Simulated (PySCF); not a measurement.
Ligands exchanged one at a time, Si NH2-SH. All species are isolated molecules in the gas phase. One relaxed conformer stands for each flexible species; it need not be the lowest. Strings in code marks are SMILES.

The HOMO–LUMO gap from two functionals at the same geometries (B3LYP-D3(BJ)/def2-TZVP), both in PySCF: PBE-D3(BJ)/def2-TZVP and B3LYP-D3(BJ)/def2-TZVP. B3LYP has the VWN-RPA correlation part, as in Gaussian. 

```csv
species,B3LYP-D3(BJ)/def2-TZVP (eV)
1 of 4 NH2 replaced by SH (`N[Si](N)(N)S`),6.94
2 of 4 NH2 replaced by SH (`N[Si](N)(S)S`),7.03
3 of 4 NH2 replaced by SH (`[Si](S)(S)(N)S`),6.85
4 of 4 NH2 replaced by SH (`S[Si](S)(S)S`),5.87
```

Question: What does PBE-D3(BJ)/def2-TZVP give for each?

Answer: 
- 1 of 4 NH2 replaced by SH (`N[Si](N)(N)S`): 5.38
- 2 of 4 NH2 replaced by SH (`N[Si](N)(S)S`): 5.43
- 3 of 4 NH2 replaced by SH (`[Si](S)(S)(N)S`): 5.19
- 4 of 4 NH2 replaced by SH (`S[Si](S)(S)S`): 4.25
Over these rows, drawn at random from the members with no instability flagged (it was tested for open shells, ions and some series alone), PBE minus B3LYP-D3(BJ): mean -1.61 eV, from -1.67 eV to -1.56 eV.
